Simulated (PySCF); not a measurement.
# RbN: energy against distance

Set-up: PySCF, scalar-relativistic core potentials, basis sets Rb def2-TZVPP with ECP28, N def2-TZVPP. Energies in eV from Rb + N in their ground configurations at the same level. State: ³Σ⁻ (triplet), unpaired electrons π ↑↑.

All columns are M06-L. A positive dipole means Rb(−)N(+).

```csv
R (Å),E (eV),μ (D),Mulliken charge on Rb (basis-dependent),HOMO (eV),LUMO (eV),Mayer bond order,⟨S²⟩
2.371,-0.920,-8.42,0.77,-1.64,-0.78,0.41,2.02
2.481,-1.128,-8.91,0.77,-1.62,-0.85,0.41,2.02
2.592,-1.236,-9.36,0.77,-1.60,-0.92,0.42,2.02
2.674,-1.268,-9.68,0.76,-1.57,-0.97,0.43,2.02
2.757,-1.269,-9.98,0.75,-1.55,-1.02,0.45,2.02
2.840,-1.249,-10.27,0.74,-1.52,-1.08,0.47,2.02
2.950,-1.196,-10.64,0.72,-1.49,-1.15,0.49,2.03
3.088,-1.103,-11.05,0.70,-1.46,-1.25,0.53,2.03
3.253,-0.972,-11.44,0.65,-1.44,-1.39,0.58,2.04
3.474,-0.791,-11.67,0.58,-1.45,-1.30,0.64,2.09
```

A fit through these points gives, at Re = 2.721 Å, μ = -9.85 D and dμ/dR = -3.67 D/Å; the reduced mass is 12.02 u.

Q: How strong is the fundamental in the double-harmonic approximation, I = 42.26·(dμ/dR)²/μred km/mol?

A: I = 42.26·(-3.67)²/12.02 = 47.4 km/mol at M06-L.

Spin–orbit coupling is left out. The state is the lowest determinant that a PBE0 search found; another state may lie lower at other levels.
